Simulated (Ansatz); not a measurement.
```xyz
11

Si   -1.006   -0.307   -1.177
N     0.603   -0.296   -0.421
Ga    0.597    0.560    1.583
H    -0.937   -0.905   -2.536
H    -1.447    1.100   -1.262
H    -1.880   -1.122   -0.307
H     0.999   -1.223   -0.303
H     1.284    0.255   -0.934
H    -0.405   -0.459    2.260
H     0.052    1.996    1.213
H     2.140    0.401    1.885
```

Total charge 0; spin multiplicity 1.

(1) List the PBE0/def2-TZVPP orbital energies in eV (Ansatz). (Best estimate.)

## Answers

(1) Computed: Occupied: -10145.80, -1803.53, -1251.68, -1107.84, -1107.77, -1107.77, -392.71, -149.95, -145.84, -102.90, -102.71, -102.70, -100.53, -100.48, -100.48, -25.55, -22.01, -21.91, -21.91, -21.81, -21.81, -16.08, -15.14, -12.97, -12.17, -10.49, -10.41, -9.17, -7.59, -7.58. Lowest empty: -0.68, 0.87, 1.04, 1.12, 1.44, 1.73, 1.73, 2.44.
